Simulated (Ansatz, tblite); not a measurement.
Clusters of 3 atoms, IV-VI: E(high spin) − E(low spin) (eV) at several levels, gas phase, relaxed structures; Ansatz, xTB through tblite. Each state is relaxed at the level in the geometry column; the other columns are single points. Clusters are the lowest isomers that short searches found in that spin, judged at the geometry's level. Core potentials for Pb, Sn, Te in the def2 sets, no spin–orbit coupling. xTB has no spin-polarisation term. Singlets are spin-restricted. The structures are stationary points that may keep the symmetry of their start. Correlated methods freeze inner cores and use unrestricted references for open shells.

```
                species              state             geometry  GFN2-xTB  PBE-D4/def2-TZVP  r2SCAN-D4/def2-TZVP  PBE0-D4/def2-TZVP  RPA@PBE/def2-TZVP  MP2/def2-TZVP
                  Si2S⁺  quartet − doublet     PBE-D4/def2-TZVP      2.24              2.21                 2.11               2.28               2.39              –
                   Sn2S  quintet − singlet   B3LYP-D4/def2-TZVP      4.46              3.29                 3.05               3.11               3.12           3.51
                   SnO2  quintet − singlet   B3LYP-D4/def2-TZVP      8.81              4.59                 3.98               3.87               4.14           5.51
                   GeS2  quintet − singlet    PBE0-D4/def2-TZVP      5.28              5.06                 4.95               4.95               4.91           5.59
                  GeSe2  quintet − singlet  r2SCAN-D4/def2-TZVP      4.21              3.40                 3.30               3.48               3.33           4.17
                  Te2Pb  quintet − singlet   r2SCAN-D4/def2-SVP      4.70              3.06                 2.79               2.90               2.84           3.28
                 SiTe2⁺  quartet − doublet   B3LYP-D4/def2-TZVP      2.15              1.32                 1.18               1.35               1.32              –
                  PbSe2  quintet − singlet  r2SCAN-D4/def2-TZVP      4.42              3.61                 3.59               3.70               3.49           4.16
PbO2 (with an O–O bond)  quintet − singlet  r2SCAN-D4/def2-TZVP      7.97              3.96                 3.36               3.40               3.45           4.88
```

Over the 7 species that have every level, the mean is 5.69 at GFN2-xTB, 3.85 at PBE-D4/def2-TZVP, 3.57 at r2SCAN-D4/def2-TZVP, 3.63 at PBE0-D4/def2-TZVP, 3.61 at RPA@PBE/def2-TZVP, 4.44 at MP2/def2-TZVP.
